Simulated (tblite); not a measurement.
A tight-binding relaxation on `[CH2]C(=S)C1=CC(=O)CS1` [radical].

Computed with GFN2-xTB geometry optimisation, gas phase (tblite 0.8.0). Start geometry: from a force field or distance geometry. The command runs a driver script over a list of jobs; the input below is this job's line of settings and its coordinates in Å.

Command:
```bash
OMP_NUM_THREADS=1 python probes_run.py task.json out
```

Input:
```
{"job": {"kind": "relax", "xc": "GFN2-xTB", "basis": "xTB"}, "charge": 0, "multiplicity": 2}
C     -2.553900     0.856100    -0.653800
C     -1.843800    -0.081000     0.224100
S     -2.699400    -1.122800     1.255000
C     -0.340900    -0.054400     0.133400
C      0.416200    -1.151700     0.322400
C      1.844600    -0.825500     0.205300
O      2.706000    -1.691400     0.312200
C      2.154700     0.635200    -0.035700
S      0.517900     1.421500    -0.135100
H     -2.045300     1.466800    -1.373800
H     -3.646200     0.915400    -0.601900
H      0.090200    -2.163100     0.511400
H      2.715000     1.045800     0.803700
H      2.684300     0.748600    -0.989400
```

Output:
```
step      E/eV     max force
  0    -703.49187    4.277
  1    -703.85416    2.026
  2    -703.90992    1.575
  3    -703.95447    0.456
  4    -703.96888    0.310
  5    -703.98006    0.275
  6    -703.98609    0.203
  7    -703.99048    0.146
  8    -703.99420    0.168
  9    -703.99735    0.168
... (58 lines left out)
 68    -704.03009    0.066
 69    -704.03048    0.080
 70    -704.03092    0.063
 71    -704.03112    0.031
 72    -704.03119    0.017
 73    -704.03122    0.018
 74    -704.03125    0.020
 75    -704.03127    0.014
 76    -704.03129    0.010
 77    -704.03130    0.007
```

«max force» is the largest atomic force in eV/Å.

**Question.** From which step on does the largest force stay under 0.1 eV/Å, and how much energy is left to gain from there?

**Answer.** From step 51 (0.062 eV/Å), 5.8 meV above the end.

In short: energy lowered by 12.4 kcal/mol over 77 steps; largest atomic force 0.007 eV/Å at the end.

On an Arm Neoverse V1 with one thread, no GPU, shared host with 32 logical CPUs at a one-minute load of 13, this took 0.67 s of wall time.
Labels such as C1 count atoms from 1, the log's own numbers from 0.
